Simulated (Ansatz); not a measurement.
Basis-set extrapolation for `[NH][Si](O)(O)Cl` radical (PBE0-D4/def2-TZVP geometry, frozen core, Ansatz). Multiplicity 2, UHF reference.

```csv
,def2-TZVPP,def2-QZVPP
HF,-954.628884,-954.661162
MP2 correlation,-0.946729,-1.029766
CCSD(T) correlation,-1.018823,not run
```

Energies in hartree. Use E(X) = E(∞) + A·exp(−7.88·√X) for Hartree–Fock and E(X) = E(∞) + B·X^(−2.97) for correlation, with X = 3 and 4, and add CCSD(T) minus MP2 of the smaller set to the MP2 limit.

**Question.** What is the CCSD(T) energy at the basis-set limit?

**Answer.** HF limit: -954.661162 + (-0.032278) × 0.13774 = -954.66561. MP2 limit: -1.029766 + (-0.083037) × 0.74074 = -1.09127. Higher-order term: -1.018823 − (-0.946729) = -0.07209. Total: -955.82897 hartree, 475.9 kJ/mol below CCSD(T)/def2-TZVPP.
